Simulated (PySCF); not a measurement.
Computed with B3LYP-D3(BJ)/def2-TZVP // PBE0-D4/def2-TZVP (PySCF 2.14.0). All species are isolated molecules in the gas phase. One relaxed conformer stands for a flexible species; it need not be the lowest. B3LYP has the VWN-RPA correlation part, as in Gaussian. Delta-SCF ions had no search for a lower state. Excitations are Tamm–Dancoff values on a coarser integration grid. The basis has no diffuse functions, so Rydberg states are missing or too high.

Reference species (SMILES): `CN(C)[SiH2]Cl` (C–N–Si–Cl torsion 79°) (neutral, multiplicity 1).

T1 excitation (TDA): 5.80 eV
S1 excitation (TDA): 6.08 eV
vertical ionisation energy (Delta-SCF): 8.82 eV
S1 oscillator strength: 0.006

Changed species: `Cl[SiH2][SiH3]` (X = silyl; the reference has X = dimethylamino).

### Question
Give the shifts of the T1 excitation (TDA), S1 excitation (TDA), vertical ionisation energy (Delta-SCF) and S1 oscillator strength.

### Answer
the T1 excitation (TDA) decreases by 0.22 eV, to 5.58 eV; the S1 excitation (TDA) rises by 0.18 eV, to 6.26 eV; the vertical ionisation energy (Delta-SCF) increases by 1.37 eV, to 10.19 eV; the S1 oscillator strength stays essentially unchanged.
